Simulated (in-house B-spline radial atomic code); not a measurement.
## Ca2+: [Ne] 3s2 3p6

All numbers are computed (non-relativistic SCAN, spin-polarised, spherical fractional occupations; point nucleus) with a B-spline radial code for spherical atoms, not measured.

Screening seen three ways: the hydrogenic charge with the same mean radius, Z_r = [3n² - l(l+1)]/(2<r>), the one with the same energy, Z_e = n√(-2ε), and Slater's rules. Values are occupation-weighted means over spin.

```csv
shell,electrons,ε (eV),<r> (bohr),Z_r,Z_e,Slater
1s,2,-3961.2,0.0774,19.38,17.06,19.70
2s,2,-432.68,0.3654,16.42,11.28,15.85
2p,6,-354.19,0.328,15.24,10.20,15.85
3s,2,-63.431,1.16,11.64,6.48,8.75
3p,6,-43.779,1.258,9.94,5.38,8.75
```

The least bound orbital is 3p at -43.78 eV, and it is also the most diffuse (<r> = 1.258 bohr).
